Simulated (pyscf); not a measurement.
PySCF, gas phase, ωB97X-D3(BJ)/def2-SVP geometries.

H₃Sn–SnH₃ (SMILES [SnH3][SnH3]) + GeH₂ (SMILES [GeH2]) [singlet] → H₃Ge–SnH₂–SnH₃ (SMILES [GeH3][SnH2][SnH3])
Surface: singlet. Broken: H–Sn. Formed: Ge–Sn, Ge–H. Give ΔE‡ and ΔE from ωB97M-D3(BJ)/def2-TZVP, relative to the separated reactants.

ΔE‡ = -9.9 kcal/mol, ΔE = -48.2 kcal/mol. Zero-point energy shifts the barrier by +1.9 kcal/mol. It is an insertion, with an imaginary mode of 218i cm⁻¹. On the reactant side the descent ends in an adduct with a Ge–Sn, Ge–H contact, 18.1 kcal/mol under the separated species and 0.5 kcal/mol under the saddle at ωB97X-D3(BJ)/def2-TZVP. At ωB97M-D3(BJ) the saddle lies under the separated reactants, which points to a path from their complex (located at ωB97X-D3(BJ) alone). What is counted as formed (Ge–Sn, Ge–H) is already present as a longer contact in the reactant adduct; forming that adduct is a step of its own. At ωB97X-D3(BJ)/def2-TZVP the barrier from the zero used here is -17.5 kcal/mol. One saddle was located; it need not be the lowest between these sides. Elements up to Kr have no core potential and no relativistic terms here. Elements past Kr carry the def2 core potentials, without spin-orbit coupling.
